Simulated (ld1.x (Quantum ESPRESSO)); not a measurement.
**Before and after: PAW potential for Te (Z = 52)**

| Property | Result |
| --- | --- |
| Element | tellurium (Te) |
| Generator | ld1.x (Quantum ESPRESSO) 7.5 |
| Type | PAW |
| Functional | PBE |
| Relativity | scalar-relativistic |
| Frozen core | [Kr] |
| Valence charge | 16 |
| Reference configuration | 4d10 5s2 5p2 (charge +2) |
| Partial waves | 5s (bound): rcut 1.35, rcutus 1.85 bohr; 5s channel at -1.25 Ry: rcut 1.35, rcutus 1.85 bohr; 5p (bound): rcut 1.65, rcutus 2.00 bohr; 5p channel at 1.35 Ry: rcut 1.65, rcutus 2.00 bohr; 4d (bound): rcut 0.80, rcutus 0.95 bohr; 4d channel at -3.6 Ry: rcut 0.80, rcutus 0.95 bohr |
| Local potential | all-electron potential smoothed inside 0.75 bohr (lloc = -1) |
| Core correction | Bessel-smoothed model core inside 0.85 bohr |
| Augmentation charge | PSQ, inside the norm-conserving radii |

Change: all radii but the core radius scaled by about 1.25 (s 2.32, p 2.50, d 1.20 bohr, rcut 1.70/2.06/1.00); local potential all-electron potential smoothed inside 0.94 bohr (lloc = -1).

Cutoffs: the cutoffs (Ry, on a coarse ladder) from which the occupation-weighted sum of valence levels, in a spherical-Bessel basis at the reference potential, stays within 10 and 1 mRy of its value at 400 Ry; they do not see the model core or the augmentation charge, which bear on the density cutoff. Errors are all-electron minus pseudo energies relative to the spin-unpolarised reference configuration.

What does the change do?

The bound ghosts move from p, s to p; of the 7 tests that both files solve, the error grows in 5 and shrinks in 0 by more than 15 % and 0.3 meV (median size 7.6 → 10.2 meV). More of the atom is replaced by a form fitted at one configuration, so other configurations suffer.

```csv
quantity,base,changed
"cutoffs, loose and tight","140 Ry, 230 Ry",not determined
bound ghosts,"s, p","p (s not tested, overlap not positive)"
"error for 4d10 5s2 5p4, meV [ΔE -27.65 eV]",+7.6,+10
"error for 4d10 5s2 5p3, meV [ΔE -17.92 eV]",+4.6,+5.7
"error for 4d10 5s2 5p1, meV [ΔE 26.90 eV]",-7.6,-8.1
"error for 4d10 5s0 5p6, meV [ΔE -8.95 eV]",+6.6,+13
"error for 4d10 5s2 5p3.5, meV [ΔE -23.76 eV]",+6.3,+8.1
"error for 4d10 5s2 5p0, meV [ΔE 63.38 eV]",-22,-22
"error for 4d10 5s2 5p4.3, meV [ΔE -29.12 eV]",+8.2,+11
lowest overlap eigenvalue by channel,"s 0.02, p 0.28, d 0.94","s -0.41, p 0.11, d 0.95"
```

Changed file: the overlap operator is not positive definite in a basis up to 400 Ry (lowest eigenvalue s -0.41), so the file is unfit for use: the generalised eigenproblem breaks down once the basis is large enough, and its test numbers describe a broken file. A true bound ghost makes a file unfit for plane-wave use even where its test errors are small: the radial tests pick states by their node count and pass the ghost by.
